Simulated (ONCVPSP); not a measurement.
**Potentials for zinc compared**

Generated with ld1.x 7.5 (TM, RRKJ, ultrasoft, PAW), atompaw 4.2 or ONCVPSP 4.0.1. The cutoff is in Ry: for ld1.x and atompaw files where the sum of valence levels is converged to 10 mRy in a Bessel basis, for ONCV files where the hardest occupied wave has 1 mHa per electron of residual kinetic energy. The error is the largest all-electron minus pseudo excitation energy over each file’s own four to seven test configurations (ionisations up to +4, promotions, holes and added fractions of an electron), all of which were solved. The labels leave out finer settings (local radius, basis sizes, second energies), which also bear on the numbers. Spin-polarised tests are not counted. The rows are a selection from randomly drawn settings: files with unsolved tests, undetermined cutoffs or missed reference levels are left out.

| potential | cutoff (Ry) | largest error (meV) | bound ghosts |
| --- | --- | --- | --- |
| ONCV, PBEsol, fully relativistic, rc 1.35/0.90/0.75 (spd), local smoothed, core correction yes, reference 3s2 3p6 3d10 4s2, qcut 11.8/16.2/23.6, projectors 2/2/2 | 365 | -56 | none |
| ONCV, PBEsol, scalar-relativistic, rc 1.00/0.70/1.50 (spd), local smoothed, core correction yes, reference 3s2 3p6 3d10 4s2, qcut 11.9/13.5/9, projectors 2/1/2 | 142 | -457 | none |
| ONCV, PBE, scalar-relativistic, rc 1.00/0.65/1.15 (spd), local smoothed, core correction yes, reference 3s2 3p6 3d10 4s2, qcut 13.5/12.4/11, projectors 2/2/1 | 246 | -329 | none |
| ONCV, LDA (Perdew-Zunger), scalar-relativistic, rc 1.10/0.85/1.15 (spd), local smoothed, core correction no, reference 3s2 3p6 3d10 4s1, qcut 13.8/13.8/11.9, projectors 3/3/2 | 139 | +31 | none |

**Question.** Fill in the row for Zn: ONCV, PBE, scalar-relativistic, rc 1.00/1.80/0.85 (spd), local smoothed, core correction yes, reference 3s2 3p6 3d10 4s1 4p1, qcut 12.2/11.1/20.1, projectors 2/2/1.

**Answer.** cutoff 302 Ry, largest error -1.8 meV, bound ghosts: none.

**Question.** Fill in the row for Zn: ONCV, PBE, scalar-relativistic, rc 0.65/1.10/1.25 (spd), local smoothed, core correction no, reference 3s2 3p6 3d9, qcut 10.5/14.2/13.7, projectors 2/2/1.

**Answer.** cutoff 589 Ry, largest error -10 meV, bound ghosts: none.
